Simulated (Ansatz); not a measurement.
Computed with Ansatz on PBE0-D4/def2-TZVP structures; ΔE is electronic, products minus reactants. CBS: MP2 limit from def2 TZ/QZ plus the TZ coupled-cluster correction, frozen cores. This one scheme is used for every species. DFT in def2-TZVPP. def2 core potentials past Kr. For Sn outer-core shells are correlated without core-valence functions, which leaves a few kJ/mol of doubt a bond. One conformer a species, not always the lowest.

Consider the formal hydrolysis of the Sn–S bond: `[OH][Sn][SH]` + H₂O → `[OH][Sn][OH]` + H₂S.

| species | ωB97X-V energy (Eh) |
| --- | --- |
| `[OH][Sn][SH]` | -688.92396 |
| H₂O | -76.43446 |
| `[OH][Sn][OH]` | -366.00902 |
| H₂S | -399.34253 |

(1) Work out ΔE.

Largest T1 diagnostic among the species: 0.018.

Results:

(1) ΔE = (-366.00902) + (-399.34253) − (-688.92396) − (-76.43446) = 0.00687 Eh = +18.0 kJ/mol. CCSD(T)/CBS gives +24.5 kJ/mol.

The D4 term adds +4.3 kJ/mol with B3LYP and +2.3 kJ/mol with PBE0; it sums over pairs of atoms, weighted by their polarisabilities, and B3LYP, whose exchange is more repulsive, gets the larger term. From BLYP to BHLYP (50 % exact exchange), in def2-TZVPP and without D4, ΔE moves by +4.9 kJ/mol.

B3LYP here is the variant with VWN-RPA as its local correlation; programs differ in this.
